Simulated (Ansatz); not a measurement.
BHF4, closed shell: a pair in one relaxed arrangement.

in.yaml

```yaml
crystal:
  periodic: [false, false, false]
  atoms:
    - {symbol: F, position_ang: [-0.328833, -0.456373, -1.520073]}
    - {symbol: H, position_ang: [0.366576, -0.059402, -1.979134]}
    - {symbol: F, position_ang: [1.058750, 0.787246, 0.483741]}
    - {symbol: B, position_ang: [-0.019262, 0.117836, 0.845625]}
    - {symbol: F, position_ang: [-1.168880, 0.741913, 0.940049]}
    - {symbol: F, position_ang: [0.091549, -1.131222, 1.229791]}
basis:
  gaussian: {orbitals: "def2-QZVPPD.json"}
correlation: {method: mp2}
```

The basis file named in the input lies beside it (Basis Set Exchange, JSON).

Command:

```bash
ansatz run in.yaml --threads 4 --pin off --events-out ev --progress --plain --max-ram 9574MiB
```

Output of Ansatz 0.2.0:

```
Functional definition: HF
  name "HF"
  cite "Fock, Z. Phys. 61, 126 (1930) doi:10.1007/BF01340294"
  parent pbe
  exchange = exact_x
  correlation = 0
2142 factors; integrals over basis functions are off by at most 7.6e-4 eV
mean field evaluation 1: about -11519.1151 eV, gradient 4.5e1 eV
mean field evaluation 2: about -11519.1533 eV, gradient 4.5e1 eV
mean field evaluation 4: about -11522.1556 eV, gradient 2.2e0 eV
mean field evaluation 8: about -11522.1737 eV, gradient 1.5e-1 eV
mean field -11522.17377210 eV, -423.4320761148 hartree, gradient 2.6e-6 eV, S^2 0.000000; 0 other end points of the search recorded, 0 dependent functions left out
5 core orbitals not correlated: weight in the atoms' cores, before any rotation towards them, 1.000 or more for the frozen orbitals, at most 0.000 for the correlated occupied ones
reference -11522.17377210 eV, -423.4320761148 hartree; 16, 16 occupied and 339, 339 virtual orbitals, 2142 factors
second order -33.01053596 eV of doubles, -0.00000000 eV of singles
Total energy: -11555.18430806 eV, -424.6451909358 hartree
```

The lines “mean field evaluation” count trial sets of orbitals through the whole run, from several starts and some on an approximate energy, so they need not fall steadily or lie above the final value.

Hardware: 4 CPU threads of an AMD EPYC 9R45, shared host. Wall time 3.6 s; peak host memory 1.5 GiB.
